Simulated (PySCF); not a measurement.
Unknown compound

The spectra below were simulated for a compound C6H7F3O.

1H NMR (400 MHz, computed): δ 4.85 (br s, 1H), 4.12 (br s, 1H), 1.36 (m, 1H), 1.03 (m, 2H), 0.52 (m, 2H).

13C{1H} NMR (computed): δ 169.2 (C), 129.4 (C), 89.4 (CH2), 15.4 (CH), 14.8 (CH2).

[PySCF 2.14.0 with density-fitted response routines: GFN2-xTB geometry; PBE0/pcSseg-1 with gauge-including orbitals; rapidly exchanging positions averaged; non-relativistic; one conformer; isolated molecule]

δ = σ(ref) − σ, references computed at the same level: TMS for 1H, 13C.

Deduce the structure.

## Answers


1. Rings plus π bonds: 2 (1 ring in the answer).
2. 5 carbon signals for 6 carbons: some carbons are equivalent by symmetry or fast rotation.
3. Carbon types of the structure: 2 × C, 1 × CH, 3 × CH2, which accounts for all hydrogens.
4. δC 169.2: alkene carbon bearing oxygen; an sp2 carbon further deshielded by the attached heteroatom.
5. δC 129.4: CF3 carbon; 4 electronegative neighbours deshield it.
6. δC 89.4: β carbon of an enol-ether or enamine type C=C; the O or N lone pair pushes π density onto this β carbon and shields it.
7. δC 15.4, 14.8: three-membered-ring carbon; carbons of three-membered rings are unusually shielded.
8. δH 4.85, 4.12: hydrogen on a β carbon of an enol-ether or enamine type C=C; lone-pair donation from O or N shields it, upfield of ordinary alkene protons.
9. δH 1.36, 1.03, 0.52: hydrogen on a three-membered-ring carbon; cyclopropane-type protons are shielded by the ring.

The compound is `C=C(OC(F)(F)F)C1CC1`.

This is the structure that produced the data.

Splittings by 19F in the carbon and heteronuclear signals aren't shown, as no couplings were computed. Shifts are as computed. Against solution values, carbons near 30 ppm lie about +3 ppm off and those near 130 ppm about +5 ppm. Of 1211 compounds with measured shifts, 218 miss one by over three times the rms of a fit or turn the order of signals round; such compounds aren't used in these exercises. Multiplicities follow the n + 1 count of equivalent neighbours, as no J values were calculated; m marks all less simple cases, F and P coupling included.
